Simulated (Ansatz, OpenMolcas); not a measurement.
# OpenMolcas → Ansatz

OpenMolcas 26.06 runs this on [CSO3F3]− (trifluoromethanesulfonate):

coord.xyz:
```
8

O     -0.452120    -1.793850     0.534600
S      0.514500    -0.855220     0.007850
O      1.622110    -0.542800     0.884460
O      0.853150    -1.026290    -1.388190
C     -0.440870     0.732840    -0.006730
F     -0.854330     1.079580     1.221330
F      0.292430     1.753940    -0.474640
F     -1.534870     0.651830    -0.778680
```

test.input:
```
&GATEWAY
BasLib
$CurrDir
Coord
coord.xyz
Basis
def2-SVP
Group
NoSym
&SEWARD
&SCF
Charge
-1
Thresholds
1e-10 1e-07 1e-07 1e-05
PrOrbitals
1 2
&ALASKA
```

```bash
$ export MOLCAS_MEM=1860
$ pymolcas test.input > test.log
```

(Basis files named in the input come from the Basis Set Exchange and aren't shown.)

The shape is that of a PBE0-D4/def2-TZVPD optimisation.

Without diffuse functions the anion is poorly described.

It gives a total energy of -957.694259 Eh.

Write the same calculation for Ansatz 0.2.0 as an input file of the program's own, asking for the energy.

One way, which was run:

job.yaml:
```yaml
crystal:
  periodic: [false, false, false]
  atoms:
    - {symbol: O, position_ang: [-0.452120, -1.793850, 0.534600]}
    - {symbol: S, position_ang: [0.514500, -0.855220, 0.007850]}
    - {symbol: O, position_ang: [1.622110, -0.542800, 0.884460]}
    - {symbol: O, position_ang: [0.853150, -1.026290, -1.388190]}
    - {symbol: C, position_ang: [-0.440870, 0.732840, -0.006730]}
    - {symbol: F, position_ang: [-0.854330, 1.079580, 1.221330]}
    - {symbol: F, position_ang: [0.292430, 1.753940, -0.474640]}
    - {symbol: F, position_ang: [-1.534870, 0.651830, -0.778680]}
basis:
  gaussian:
    orbitals: def2-SVP
accuracy: high
output:
  orbitals: {seedname: orbitals}
total_charge: -1
hamiltonian:
  xc: hf
```

```bash
$ ansatz run job.yaml --threads 1 --pin off --max-ram 3480MiB --events-out events.jsonl --progress --plain --runs-dir runs
```

Its energy is -957.694259 Eh, the same as the first but for the last digit, at most.
